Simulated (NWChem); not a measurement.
Species: C3H10Si; SMILES CC[SiH2]C

```xyz
14

C     -0.0631     2.2971     0.0000
C      0.6510     0.9478     0.0000
Si    -0.4992    -0.5513     0.0000
C      0.4667    -2.1663     0.0000
H      0.6490     3.1379     0.0000
H     -0.7071     2.4149    -0.8862
H     -0.7071     2.4149     0.8862
H      1.3135     0.8622     0.8799
H      1.3135     0.8622    -0.8799
H     -1.3882    -0.4937    -1.2074
H     -1.3882    -0.4937     1.2074
H      1.1097    -2.2413     0.8909
H     -0.2132    -3.0322     0.0000
H      1.1097    -2.2413    -0.8909
```
Atoms are numbered in this order, from 1.

Coordinates come from a PBE0/def2-SVP optimisation. No frequency run checked for a minimum.

Give the principal values of the shielding tensors (ppm) of C1, C2, Si3, C4 from B3LYP/6-311G** (spherical d), GIAO (NWChem), with their diamagnetic and paramagnetic parts as GIAO splits them.


```csv
atom,σ11,σ22,σ33,isotropic,diamagnetic,paramagnetic
C1,164.6,164.6,186.1,171.8,246.2,-74.5
C2,166.5,169.8,186.2,174.2,248.2,-74.0
Si3,328.2,361.3,423.8,371.1,880.3,-509.2
C4,186.6,188.0,193.2,189.3,249.8,-60.5
```
